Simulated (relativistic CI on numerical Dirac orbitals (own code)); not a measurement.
Hg XLIII: computed level list

These numbers are calculated, not measured: Dirac-Coulomb-Breit CI, orbitals from a KLI potential per configuration, a model potential for QED, unscaled Slater integrals (own radial code, finite nucleus).

Configurations in the expansion (outside the closed core [Ar] 3d10): 4s2.4p6.4d2, 4s2.4p6.4d.4f, 4s2.4p5.4d3, 4s.4p6.4d3, 4s2.4p5.4d2.4f, 4s.4p6.4d2.4f, 4s2.4p6.4d.5s, 4s2.4p6.4f.5s, 4s2.4p6.4d.5p, 4s2.4p6.4f2, 4s2.4p5.4f3, 4s.4p6.4f3, 4s2.4p6.4f.5p, 4s2.4p5.4f2.5p, 4s.4p6.4f2.5p. Double excitations out of closed p, d and f shells are left out; levels of such configurations are missing from the list, as are those of other unlisted configurations, and high levels can miss mixing partners.

The lowest level is 4s2.4p6.4d2 3F_2, with 74 % of that term; Hund's rules for 4s2.4p6.4d2 give 3F with J = 2, in agreement.

| No. | Configuration | Term | J | E (cm⁻¹) | % | Landé g | jj configuration (%) |
| --- | --- | --- | --- | --- | --- | --- | --- |
| 1 | 4s2.4p6.4d2 | 3F | 2 | 0 | 74 | 0.763 | 4d3/2^2 (99) |
| 2 | 4s2.4p6.4d2 | 3P | 0 | 80424 | 72 |  | 4d3/2^2 (98) |
| 3 | 4s2.4p6.4d2 | 3F | 3 | 218227 | 99 | 1.078 | 4d3/2 4d5/2 (99) |
| 4 | 4s2.4p6.4d2 | 3P | 2 | 254492 | 49 | 1.177 | 4d3/2 4d5/2 (99) |
| 5 | 4s2.4p6.4d2 | 3P | 1 | 267186 | 99 | 1.496 | 4d3/2 4d5/2 (99) |
| 6 | 4s2.4p6.4d2 | 1G | 4 | 267670 | 68 | 1.074 | 4d3/2 4d5/2 (97) |
| 7 | 4s2.4p6.4d2 | 3F | 4 | 466705 | 68 | 1.165 | 4d5/2^2 (97) |
| 8 | 4s2.4p6.4d2 | 1D | 2 | 493947 | 47 | 1.211 | 4d5/2^2 (99) |
| 9 | 4s2.4p6.4d2 | 1S | 0 | 587345 | 72 |  | 4d5/2^2 (98) |
| 10 | 4p5.4d3(2D) | 3D° | 2 | 1452870 | 26 | 1.108 | 4p3/2^3 4d3/2^3 (95) |
| 11 | 4p5.4d3(4F) | 5D° | 1 | 1469725 | 31 | 0.995 | 4p3/2^3 4d3/2^3 (90) |
| 12 | 4p5.4d3(4F) | 5D° | 0 | 1486527 | 56 |  | 4p3/2^3 4d3/2^3 (94) |
| 13 | 4p5.4d3(2D) | 3F° | 3 | 1499573 | 24 | 1.066 | 4p3/2^3 4d3/2^3 (95) |
| 14 | 4p5.4d3(4F) | 5F° | 3 | 1633559 | 36 | 1.297 | 4p3/2^3 4d3/2^2 4d5/2 (95) |
| 15 | 4p5.4d3(4P) | 5S° | 2 | 1654591 | 32 | 1.612 | 4p3/2^3 4d3/2^2 4d5/2 (94) |
| 16 | 4p5.4d3(4F) | 5G° | 4 | 1657992 | 33 | 1.208 | 4p3/2^3 4d3/2^2 4d5/2 (95) |
| 17 | 4p5.4d3(2G) | 3F° | 2 | 1675738 | 40 | 1.048 | 4p3/2^3 4d3/2^2 4d5/2 (94) |
| 18 | 4p5.4d3(4F) | 5D° | 1 | 1683457 | 40 | 0.954 | 4p3/2^3 4d3/2^2 4d5/2 (96) |
| 19 | 4p5.4d3(2F) | 3G° | 5 | 1691357 | 30 | 1.166 | 4p3/2^3 4d3/2^2 4d5/2 (94) |
| 20 | 4p5.4d3(2H) | 3G° | 3 | 1695066 | 44 | 1.011 | 4p3/2^3 4d3/2^2 4d5/2 (95) |
| 21 | 4p5.4d3(2G) | 3F° | 4 | 1697215 | 32 | 1.120 | 4p3/2^3 4d3/2^2 4d5/2 (95) |
| 22 | 4p5.4d3(4P) | 3P° | 0 | 1697806 | 42 |  | 4p3/2^3 4d3/2^2 4d5/2 (91) |
| 23 | 4p5.4d3(2G) | 3H° | 6 | 1701745 | 44 | 1.126 | 4p3/2^3 4d3/2^2 4d5/2 (98) |
| 24 | 4p5.4d3(4F) | 3G° | 4 | 1728451 | 32 | 1.101 | 4p3/2^3 4d3/2^2 4d5/2 (96) |
| 25 | 4p5.4d3(4P) | 3D° | 2 | 1734617 | 32 | 1.200 | 4p3/2^3 4d3/2^2 4d5/2 (95) |
| 26 | 4p5.4d3(2P) | 3S° | 1 | 1735516 | 33 | 1.628 | 4p3/2^3 4d3/2^2 4d5/2 (96) |
| 27 | 4p5.4d3(4F) | 3G° | 3 | 1737135 | 25 | 1.166 | 4p3/2^3 4d3/2^2 4d5/2 (94) |
| 28 | 4p5.4d3(2G) | 3G° | 5 | 1767506 | 32 | 1.087 | 4p3/2^3 4d3/2^2 4d5/2 (96) |
| 29 | 4p5.4d3(2H) | 3G° | 3 | 1790100 | 51 | 0.829 | 4p3/2^3 4d3/2^2 4d5/2 (64) |
| 30 | 4p5.4d3(4P) | 5D° | 4 | 1791548 | 31 | 1.227 | 4p3/2^3 4d3/2^2 4d5/2 (89) |
| 31 | 4p5.4d3(4P) | 3P° | 2 | 1808276 | 32 | 1.253 | 4p3/2^3 4d3/2^2 4d5/2 (93) |
| 32 | 4p5.4d3(2G) | 3F° | 2 | 1833823 | 32 | 0.850 | 4p3/2^3 4d3/2^2 4d5/2 (65) |
| 33 | 4p5.4d3(2D) | 3D° | 3 | 1849477 | 40 | 1.264 | 4p3/2^3 4d3/2^2 4d5/2 (88) |
| 34 | 4p5.4d3(2H) | 3G° | 4 | 1865904 | 26 | 1.226 | 4p3/2^3 4d3/2 4d5/2^2 (93) |
| 35 | 4p5.4d3(4P) | 3D° | 1 | 1878271 | 29 | 0.830 | 4p3/2^3 4d3/2^2 4d5/2 (82) |
| 36 | 4p5.4d3(2D) | 3D° | 2 | 1882521 | 31 | 1.274 | 4p3/2^3 4d3/2 4d5/2^2 (95) |
| 37 | 4p5.4d3(4F) | 5G° | 5 | 1885916 | 35 | 1.209 | 4p3/2^3 4d3/2 4d5/2^2 (92) |
| 38 | 4p5.4d3(2F) | 3D° | 1 | 1901216 | 37 | 0.881 | 4p3/2^3 4d3/2^2 4d5/2 (58) |
| 39 | 4p5.4d3(4F) | 5G° | 6 | 1904794 | 52 | 1.185 | 4p3/2^3 4d3/2 4d5/2^2 (95) |
| 40 | 4p5.4d3(4P) | 5D° | 3 | 1917016 | 22 | 1.183 | 4p3/2^3 4d3/2 4d5/2^2 (89) |
| 41 | 4p5.4d3(2P) | 3D° | 2 | 1918385 | 32 | 1.255 | 4p3/2^3 4d3/2 4d5/2^2 (89) |
| 42 | 4p5.4d3(4F) | 3G° | 4 | 1926194 | 37 | 1.118 | 4p3/2^3 4d3/2 4d5/2^2 (81) |
| 43 | 4p5.4d3(2D) | 3P° | 1 | 1929715 | 60 | 1.434 | 4p3/2^3 4d3/2 4d5/2^2 (91) |
| 44 | 4p5.4d3(4F) | 3G° | 5 | 1931660 | 35 | 1.150 | 4p3/2^3 4d3/2 4d5/2^2 (94) |
| 45 | 4p5.4d3(2H) | 3I° | 7 | 1934941 | 100 | 1.138 | 4p3/2^3 4d3/2 4d5/2^2 (100) |

Energies count from the lowest computed level; ° marks odd parity. Percentages are summed over parent terms; the parents shown are those of the largest component, closed shells are left out there. Filled j subshells are mostly left out of the jj labels.

The mean weight of the leading LS term, summed over parents, in these 45 levels is 44 %, and that of the leading jj configuration (from the same eigenvectors) 92 %, so jj coupling describes them better and the LS labels are nominal.

At this charge energies of transitions that change n are usually good to better than 1 %, and those within a shell (Δn = 0) to a few per cent.

LS names give the leading component of a level, which can be under half, so a name can repeat, a term be missing and a line seem to break the LS rules.
